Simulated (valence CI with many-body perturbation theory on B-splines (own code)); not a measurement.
**E1 line list for Ca13+**

Computed by configuration interaction combined with many-body perturbation theory (CI+MBPT): five valence electrons over a frozen Dirac-Fock core [He], radial functions for each j: 11 s, 11 p, 10 d, 8 f, 5 g, 2 h, with the one-electron correlation potential Σ1, the two-electron term Σ2, the three-electron term Σ3, Breit, model QED; selected CI, second order for the rest, scaled by the run's own slope (own B-spline code, finite nucleus).

No measured spectrum was set against this ion. As an estimate, levels of excited configurations hold to 0.05 to 0.15 % of their energy, terms of the ground configuration to about 0.5 %. Among the levels kept, up to 5500 cm⁻¹ of a level comes from second order outside the variational space, and about a tenth of that is noise between levels of different J, which matters for small intervals.

Lines 1 to 50 of 552 in falling wavelength, among levels below 596.40 eV, chosen from the strongest by gf and those to the six lowest levels. Wavelengths and rates use the calculated energies, so an error of 400 cm⁻¹ moves a line at 826.1 Å by 0.33 % and its rate by three times that or more. Electric multipoles are in the length gauge, E1 and E2 with the static RPA response of the core. Weak lines are less certain than strong ones. Lines between different terms over intervals too small for the method are left out, as are lines whose strength nearly cancels. Where a level lies close to another of its J and parity, the split of strength between their lines is uncertain. The highest levels of a list are the least certain.

Names give the largest LS component (configuration and term), which can be under half, so a name can repeat, a term be missing and a line seem to break the LS rules; names also repeat where a configuration has a term twice. Letters in brackets count levels of one name in rising energy.

```
λ vac (Å)                 Upper                 Lower   A (s⁻¹)  S (a.u.)
    826.1   2s²2p²3d ²F_5/2 [b]   2s2p³3s ⁴S°_3/2 [a]  1.57e+08  2.62e-01
    821.7    2s2p³3p ²F_7/2 [a]   2s2p³3s ²D°_5/2 [a]  6.89e+08  1.51e+00
    817.3    2s2p³3p ⁴P_5/2 [a]   2s2p³3s ⁴S°_3/2 [a]  4.30e+08  6.94e-01
    813.5    2s2p³3p ⁴P_3/2 [a]   2s2p³3s ⁴S°_3/2 [a]  6.01e+08  6.38e-01
    810.2    2s2p³3p ²F_5/2 [a]   2s2p³3s ²D°_3/2 [a]  6.84e+08  1.08e+00
    802.4    2s2p³3p ⁴P_1/2 [a]   2s2p³3s ⁴S°_3/2 [a]  5.70e+08  2.91e-01
    741.9   2s2p³3d ⁴D°_7/2 [b]    2s2p³3p ⁴P_5/2 [b]  3.26e+08  5.25e-01
    737.6    2s2p³3p ²P_3/2 [b]   2s2p³3s ²P°_3/2 [a]  5.44e+08  4.31e-01
    718.5    2s2p³3p ⁴D_3/2 [a]       2s2p³3s ⁴D°_5/2  3.92e+08  2.87e-01
    718.5    2s2p³3p ⁴D_3/2 [a]       2s2p³3s ⁴D°_3/2  4.45e+08  3.26e-01
    717.8   2s2p³3d ⁴D°_5/2 [b]    2s2p³3p ⁴P_3/2 [b]  3.12e+08  3.42e-01
    712.4    2s2p³3p ²P_3/2 [c]   2s2p³3s ⁴S°_3/2 [b]  4.23e+08  3.02e-01
    711.2    2s2p³3p ²D_3/2 [b]   2s2p³3s ²P°_1/2 [a]  7.95e+08  5.65e-01
    710.7    2s2p³3p ⁴D_5/2 [a]       2s2p³3s ⁴D°_7/2  2.22e+08  2.36e-01
    699.5    2s2p³3p ²F_5/2 [b]   2s2p³3s ²D°_3/2 [b]  1.12e+09  1.13e+00
    697.2    2s2p³3p ⁴D_5/2 [a]       2s2p³3s ⁴D°_5/2  9.51e+08  9.54e-01
    695.5    2s2p³3p ²D_5/2 [b]   2s2p³3s ²P°_3/2 [a]  1.05e+09  1.05e+00
    689.4    2s2p³3p ⁴D_7/2 [a]       2s2p³3s ⁴D°_7/2  1.16e+09  1.51e+00
    679.5        2s2p³3p ⁴S_3/2       2s2p³3s ⁴P°_5/2  5.64e+08  3.49e-01
    672.9        2s2p³3p ⁴F_3/2       2s2p³3s ⁴D°_1/2  5.71e+08  3.44e-01
    668.6   2s2p³3d ⁴P°_5/2 [a]    2s2p³3p ⁴P_5/2 [b]  6.44e+08  5.70e-01
    668.3    2s2p³3p ²F_7/2 [b]   2s2p³3s ²D°_5/2 [b]  1.40e+09  1.65e+00
    666.8   2s²2p²3d ²F_5/2 [b]  2s²2p²3p ²P°_3/2 [b]  4.66e+08  4.09e-01
    666.7    2s2p³3p ⁴D_5/2 [b]       2s2p³3s ⁴P°_5/2  4.05e+08  3.55e-01
    665.9    2s2p³3p ⁴P_5/2 [d]   2s2p³3s ⁴S°_3/2 [b]  1.21e+09  1.06e+00
    665.4      2s²2p²3p ²F°_5/2       2s²2p²3s ²D_3/2  1.29e+09  1.12e+00
    662.2    2s2p³3p ⁴P_1/2 [d]   2s2p³3s ⁴S°_3/2 [b]  8.46e+08  2.42e-01
    661.4  2s²2p²3p ²D°_3/2 [a]       2s²2p²3s ²P_1/2  7.43e+08  4.24e-01
    660.4   2s2p³3d ⁴P°_5/2 [b]    2s2p³3p ⁴P_5/2 [c]  2.47e+08  2.11e-01
    660.0    2s2p³3p ⁴D_1/2 [b]       2s2p³3s ⁴P°_1/2  1.14e+09  3.22e-01
    658.6    2s2p³3p ⁴D_3/2 [b]       2s2p³3s ⁴P°_3/2  1.12e+09  6.30e-01
    657.1      2s²2p²3p ⁴D°_7/2       2s²2p²3s ⁴P_5/2  1.32e+09  1.48e+00
    656.5        2s2p³3p ⁴S_3/2       2s2p³3s ⁴P°_1/2  5.32e+08  2.97e-01
    656.1        2s2p³3p ⁶P_3/2       2s2p³3s ⁶S°_5/2  1.50e+09  8.36e-01
    655.1    2s2p³3p ⁴P_3/2 [d]   2s2p³3s ⁴S°_3/2 [b]  7.40e+08  4.10e-01
    654.6      2s²2p²3p ⁴P°_5/2       2s²2p²3s ⁴P_5/2  1.01e+09  8.36e-01
    654.4   2s2p³3d ²D°_5/2 [a]    2s2p³3p ²D_5/2 [a]  3.97e+08  3.29e-01
    653.3    2s2p³3p ⁴D_7/2 [b]       2s2p³3s ⁴P°_5/2  1.44e+09  1.59e+00
    652.5      2s²2p²3p ⁴D°_5/2       2s²2p²3s ⁴P_3/2  1.22e+09  1.00e+00
    651.1    2s2p³3p ⁴D_5/2 [b]       2s2p³3s ⁴P°_3/2  1.06e+09  8.66e-01
    650.0        2s2p³3p ⁴F_5/2       2s2p³3s ⁴D°_3/2  1.51e+09  1.23e+00
    649.6    2s2p³3p ²P_3/2 [a]       2s2p³3s ⁴D°_1/2  7.88e+08  4.27e-01
    648.9   2s2p³3d ⁴P°_3/2 [a]    2s2p³3p ⁴P_5/2 [b]  5.15e+08  2.78e-01
    646.9      2s²2p²3p ⁴D°_3/2       2s²2p²3s ⁴P_1/2  9.67e+08  5.17e-01
    646.4    2s2p³3p ²D_5/2 [d]   2s2p³3s ²P°_3/2 [b]  1.47e+09  1.17e+00
    646.0        2s2p³3p ⁶P_5/2       2s2p³3s ⁶S°_5/2  1.54e+09  1.23e+00
    644.3  2s²2p²3p ²D°_5/2 [a]       2s²2p²3s ²P_3/2  8.65e+08  6.85e-01
    643.3   2s2p³3d ⁴F°_9/2 [a]        2s2p³3p ⁴F_9/2  5.04e+08  6.62e-01
    640.0        2s2p³3p ⁴F_9/2       2s2p³3s ⁴D°_7/2  1.69e+09  2.19e+00
    639.7    2s2p³3p ²D_3/2 [d]   2s2p³3s ²P°_1/2 [b]  1.30e+09  6.74e-01
```
